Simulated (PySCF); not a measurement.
**EuOCl at several levels of theory**

Computed with PySCF 2.14.0 (density fitting, no spin-orbit coupling) at the geometry relaxed with PBE0:

```xyz
3
EuOCl (singlet in the valence; each metal's 4f electrons, 6 of them, lie in its core potential, out of spins and levels)
Eu    0.2667    0.0000   -0.4139
O     1.7784    0.0000    0.6248
Cl   -1.9339    0.0000    0.8882
```

| level | basis | state | HOMO (eV) | gap (eV) | charge on Eu1 (e) | population of f-type functions on Eu1 (polarisation alone where 4f lies in the core) | dipole about the centre of mass (D) | largest force component (eV/Å) |
| --- | --- | --- | --- | --- | --- | --- | --- | --- |
| PBE0 | Eu lcecp-1-SVP with ECP52, O def2-SVP, Cl def2-SVP | singlet | -7.02 | 4.64 | 0.81 | 0.09 | 7.54 | 0.01 |
| M06-L | the same | singlet | -5.69 | 3.55 | 0.94 | 0.08 | 7.61 | 0.45 |
| PBE0 | Eu lcecp-1-TZVP with ECP52, O def2-TZVP, Cl def2-TZVP | singlet | -7.03 | 4.65 | 1.22 | 0.08 | 7.77 | 0.17 |

In the lcecp rows the 4f levels are missing from HOMO and gap, and the state counts the valence alone.

Charges are Mulliken's, which hang on the basis. The relaxation used the grid (50, 194), these runs (75, 302) or, all-electron (x2c bases, spin-free X2C Hamiltonian), (99, 590).

Question: What does CAM-B3LYP with Eu lcecp-1-SVP with ECP52, O def2-SVP, Cl def2-SVP give here?

Answer: state singlet, HOMO (eV) -8.32, gap (eV) 6.52, charge on Eu1 (e) 0.78, population of f-type functions on Eu1 (polarisation alone where 4f lies in the core) 0.09, dipole about the centre of mass (D) 7.71, largest force component (eV/Å) 0.08. Time: 2.4 s on 2 threads of Arm Neoverse V1, with other jobs on the host, from an already converged density.

In the first row's basis the gap widens with exact exchange: 3.5 eV for M06-L (none); 4.6 eV for PBE0 (a fixed share); 6.5 eV for CAM-B3LYP (rising or full at long range).

An lcecp potential fixes the number of 4f electrons, so in runs with it no electron can move into or out of that shell.
